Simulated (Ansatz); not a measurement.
Ansatz (a program for electronic structure) input (MP2/3-21G): The .json file is the Basis Set Exchange's 3-21G.

Ansatz 0.2 input:
```yaml
crystal:
  periodic: [false, false, false]
  atoms:
    - {symbol: C, position_ang: [-2.21082500, 0.52521900, -0.10050000]}
    - {symbol: Si, position_ang: [-0.79333700, -0.71996200, -0.65220900]}
    - {symbol: B, position_ang: [0.86418100, 0.09598600, 0.18568100]}
    - {symbol: O, position_ang: [1.22275300, 1.44173600, 0.13906600]}
    - {symbol: O, position_ang: [1.88207700, -0.69880800, 0.74748500]}
    - {symbol: H, position_ang: [-2.26350500, 0.70740500, 0.97724000]}
    - {symbol: H, position_ang: [-3.19223500, 0.16810300, -0.43039500]}
    - {symbol: H, position_ang: [-2.04030400, 1.48985700, -0.59000800]}
    - {symbol: H, position_ang: [-0.95713700, -1.80744600, 0.43296800]}
    - {symbol: H, position_ang: [2.10804500, 1.54894700, 0.51438600]}
    - {symbol: H, position_ang: [1.55725500, -1.60207100, 0.80892800]}
basis:
  gaussian:
    orbitals: 3-21G.json
total_charge: -1
magnetization: {spin_polarized: false}
correlation: {method: mp2, electrons: outside_noble_gas}
```

Output:

```
Functional definition: HF
integrals: 0.02 GiB planned
688 factors; integrals over basis functions are off by at most 1.1e-3 eV
mean field: 0.19 GiB planned
mean field evaluation 1: about -13659.0599 eV, gradient 2.6e1 eV
mean field evaluation 2: about -13659.4682 eV, gradient 2.7e1 eV
mean field evaluation 4: about -13661.6256 eV, gradient 3.1e0 eV
mean field evaluation 8: about -13661.6576 eV, gradient 1.7e-1 eV
mean field -13661.65777767 eV, -502.0566631251 hartree, gradient 1.6e-6 eV, S^2 0.000000; 0 other end points of the search recorded, 0 dependent functions left out
9 core orbitals not correlated
reference -13661.65777767 eV, -502.0566631251 hartree; 15, 15 occupied and 37, 37 virtual orbitals, 688 factors
second order -11.75647585 eV of doubles, -0.00000000 eV of singles
Total energy: -13673.41425352 eV, -502.4887056438 hartree
```

The dipole moment of an ion depends on the origin.

The geometry given is a B3LYP-D3(BJ)/def2-TZVP minimum.
